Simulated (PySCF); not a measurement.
```xyz
4
charge 0 multiplicity 1, angstrom
Er    0.0000    0.0000    0.0000
F     1.9945    0.0000    0.0000
F    -0.9973    1.7273    0.0000
F    -0.9973   -1.7273    0.0000
```

Method: PBE0 in PySCF with Er lcecp-1-TZVP with ECP57, F def2-TZVP; scalar-relativistic core potentials, no spin–orbit coupling; density-fitted integrals.

This geometry of ErF₃ is a stationary point at this level.

**Question.** What is the point group?

**Answer.** D3h.

**Question.** Is it a minimum?

**Answer.** Yes: all harmonic wavenumbers are real, though the softest, 36 cm⁻¹, leaves little margin.

**Question.** What are the dipole moment and the gap between the highest occupied and lowest empty levels?

**Answer.** 0.00 D and 8.01 eV.

**Question.** Give the atomic charges and bond orders.

**Answer.** 
```tsv
atom	Mulliken	Löwdin	polar tensor	Mayer order to Er1
Er1	1.68	1.17	2.53	–
F2,3,4	-0.56	-0.39	-0.84	0.75
```

**Question.** Give the ideal-gas entropy at 298.15 K and 1 bar by parts.

**Answer.** translation 176.3, rotation 95.5, vibration 52.7, spin 0.0; total 324.4 J/(mol K).

Other isomers or separated fragments may lie lower. The 4f shell sits in the core potential, so its spin is not counted.
